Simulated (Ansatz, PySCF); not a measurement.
Torsion H3–Se1–Se2–H4 in H2Se2 (SMILES [SeH][SeH]); at each angle all else is relaxed with GFN2-xTB, and the levels are single points there.
Geometry at 90° (charge 0, multiplicity 1):
```xyz
4

Se    -1.078     0.675     0.361
Se     1.073     0.515    -0.369
H     -1.606    -0.488    -0.342
H      0.931     1.336    -1.566
```

On the grid 0° to 330°, 0° is the highest and 90° the lowest point at CCSD(T)/CBS(cc-pVTZ, cc-pVQZ).

Programs: Ansatz (a program for electronic structure) with Gaussian orbitals; PySCF for M06-2X, the dispersion terms. Values without a source in brackets are computed.

Give the energy at 0° less that at 90° at the level r2SCAN-D4/def2-TZVPP.

294 meV
